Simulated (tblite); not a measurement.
Run record: tight-binding relaxation, `N#CC(C#N)=C(C#N)C#CC#C[SiH3]`.

Computed with GFN2-xTB geometry optimisation, gas phase (tblite 0.8.0). Start geometry: from a force field or distance geometry. A driver script takes a list of jobs; this job's settings line and coordinates (Å) are shown.

Input:
```
{"job": {"kind": "relax", "xc": "GFN2-xTB", "basis": "xTB"}, "charge": 0, "multiplicity": 1}
N     -1.900300    -0.174200     2.676300
C     -2.388300    -0.104300     1.607800
C     -2.969700    -0.015800     0.297500
C     -4.412200     0.022900     0.193800
N     -5.572200     0.024400     0.118600
C     -2.184900     0.045200    -0.763300
C     -2.687200     0.145900    -2.111300
N     -3.074100     0.222400    -3.186700
C     -0.751000     0.007300    -0.549000
C      0.448300    -0.010000    -0.349900
C      1.847700    -0.010700    -0.119300
C      3.033900    -0.025800     0.099700
Si     4.818900    -0.020000     0.450500
H      5.452900    -0.937500    -0.512400
H      5.351800     1.348400     0.307800
H      4.978800    -0.509200     1.828400
```

Output:
```
step      E/eV     max force
  0    -843.79359    3.745
  1    -843.56042   11.311
  2    -844.00584    2.700
  3    -844.02289    3.454
  4    -844.10753    0.902
  5    -844.12613    0.740
  6    -844.13881    0.625
  7    -844.14360    0.841
  8    -844.15563    0.176
  9    -844.15696    0.192
... (68 lines left out)
 78    -844.17731    0.027
 79    -844.17740    0.033
 80    -844.17749    0.040
 81    -844.17757    0.027
 82    -844.17762    0.017
 83    -844.17765    0.014
 84    -844.17768    0.023
 85    -844.17771    0.025
 86    -844.17773    0.011
 87    -844.17774    0.009
```

«max force» is the largest atomic force in eV/Å.

Q: From which step on does the largest force stay under 0.1 eV/Å, and how much energy is left to gain from there?

A: From step 17 (0.068 eV/Å), 8.9 meV above the end.

In short: energy lowered by 8.9 kcal/mol over 87 steps; largest atomic force 0.009 eV/Å at the end.

Q: Give the final coordinates.

A: 0.169 Å rms from the input after alignment:
```
atom  x, y, z in Å
N1    -2.2704   -0.1698    2.7981
C2    -2.6052   -0.1010    1.7044
C3    -3.0131   -0.0168    0.3559
C4    -4.4028   -0.0003    0.1121
N5    -5.5332    0.0100   -0.0747
C6    -2.0954    0.0472   -0.6625
C7    -2.5250    0.1372   -2.0126
N8    -2.8509    0.2115   -3.1072
C9    -0.7179    0.0307   -0.4519
C10    0.4889    0.0183   -0.2899
C11    1.8211    0.0038   -0.0932
C12    3.0245   -0.0080    0.0856
Si13   4.8562   -0.0346    0.3614
H14    5.4159   -0.9404   -0.6415
H15    5.3246    1.3392    0.1809
H16    5.0752   -0.5180    1.7237
```

Hardware: one thread of an Arm Neoverse V2, shared host with 96 logical CPUs at a one-minute load of 52. Cost: 0.7 s.
Labels such as C1 count atoms from 1, the log's own numbers from 0.
